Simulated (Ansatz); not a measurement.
Relaxation of BF₃H₄Si (9 atoms, charge 0, multiplicity 1), to a largest force component of 0.03 eV/Å in at most 50 steps.

All numbers below come from Ansatz, UKS B3LYP-D4/def2-SVP.

```xyz
9
Properties=species:S:1:pos:R:3
B -0.469 0.861 -1.511
F 0.772 1.374 -1.698
F -0.804 -0.259 -2.104
F -1.343 1.520 -0.788
H 0.798 0.141 0.118
Si 0.367 -0.697 1.218
H 0.097 0.162 2.406
H -0.875 -1.430 0.837
H 1.457 -1.673 1.522
```

Problem. Where does it end, and by what steps?

Solution. It converged. The force dipped under the threshold on the way, but the program's further checks kept it going. After 15 steps the energy has fallen by 0.137 eV; F2 moved furthest, 0.47 Å.

| step | energy less start (eV) | largest force component (eV/Å) | accepted |
| --- | --- | --- | --- |
| 0 | 0.0000 | 1.478 | yes |
| 1 | -0.0827 | 0.937 | yes |
| 2 | -0.0964 | 1.006 | yes |
| 3 | -0.1120 | 0.817 | yes |
| 4 | -0.1310 | 0.088 | yes |
| 5 | -0.1330 | 0.056 | yes |
| 6 | -0.1343 | 0.081 | yes |
| 7 | -0.1351 | 0.035 | yes |
| 8 | -0.1356 | 0.029 | yes |
| 9 | -0.1361 | 0.034 | yes |
| 10 | -0.1285 | 0.423 | no |
| 11 | -0.1366 | 0.010 | yes |
| 12 | -0.1361 | 0.131 | no |
| 13 | -0.1368 | 0.039 | yes |
| 14 | -0.1369 | 0.037 | yes |
| 15 | -0.1369 | 0.030 | yes |

```xyz
9
Properties=species:S:1:pos:R:3
B -0.508 0.959 -1.613
F 0.540 1.658 -1.987
F -0.825 -0.148 -2.246
F -1.260 1.384 -0.619
H 1.091 -0.106 0.154
Si 0.405 -0.773 1.301
H 0.037 0.256 2.311
H -0.818 -1.460 0.801
H 1.338 -1.769 1.898
```

Whether the end is a true minimum wasn't checked by a vibrational analysis.

The run took 46 s on 2 threads of Arm Neoverse V2, on a shared host, peak memory 0.26 GiB.
